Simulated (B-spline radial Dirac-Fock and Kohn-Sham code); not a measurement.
**Re⁶⁴⁺: scattering cross sections and density moments**

System: the Re⁶⁴⁺ ion, configuration [Ne] 3s1.

Input of the calculation (task.json; shells as n, l, electrons):

```json
{"items": [{
  "Z": 75,
  "q": 64,
  "cfg": [[1, 0, 2], [2, 0, 2], [2, 1, 6], [3, 0, 1]],
  "A": 187,
  "rrms": 5.3698,
  "do": ["scatter"],
  "s": [0.0, 0.05, 0.1, 0.15, 0.2, 0.25, 0.3, 0.35, 0.4, 0.45, 0.5, 0.6, 0.7, 0.8, 0.9, 1.0, 1.1, 1.2, 1.4, 1.6, 1.8, 2.0, 2.5, 3.0, 3.5, 4.0, 5.0, 6.0],
  "pz": [0, 0.1, 0.15, 0.21, 0.31, 0.45, 0.65, 0.95, 1.4, 2.0, 2.9, 4.2, 6.2, 9.0, 13.0, 19.0, 28.0, 40.0, 58.0, 85.0, 120.0],
  "hv_scatter": [10000, 17479.3, 20000, 30000, 50000, 200000, 500000, 1000000]
}]}
```

Command: `python xray_run.py task.json out`

These are calculated numbers from an atomic code on a B-spline grid; the model is configuration-average Dirac-Fock orbitals.

```
Sum of ⟨r⟩                          : 0.7634 bohr
Sum of ⟨r²⟩                         : 0.08329 bohr²
Sum of ⟨1/r⟩                        : 347.47 per bohr
Langevin diamagnetic susceptibility : -0.0660 × 10⁻⁶ cm³/mol
Lamb shielding (α²/3)Σ⟨1/r⟩         : 6168 ppm
```

Coherent scattering is the Thomson cross section weighted by f₀², without anomalous dispersion; incoherent scattering is Klein-Nishina weighted by S. The Lamb formula is the non-relativistic shielding expression. Electron correlation is left out. A dash stands where the photon energy is too low for the impulse approximation behind that column.

| hν (keV) | coherent (b) | incoherent (b) | incoherent per electron (b) |
| --- | --- | --- | --- |
| 10 | 77.69 | – | – |
| 17.4793 | 72.59 | – | – |
| 20 | 70.50 | – | – |
| 30 | 61.43 | 0.9840 | 0.0895 |
| 50 | 44.41 | 1.711 | 0.156 |
| 200 | 7.018 | 3.279 | 0.298 |
| 500 | 1.437 | 2.869 | 0.261 |
| 1000 | 0.3880 | 2.227 | 0.202 |

Incoherent scattering overtakes coherent scattering between 200 and 500 keV.
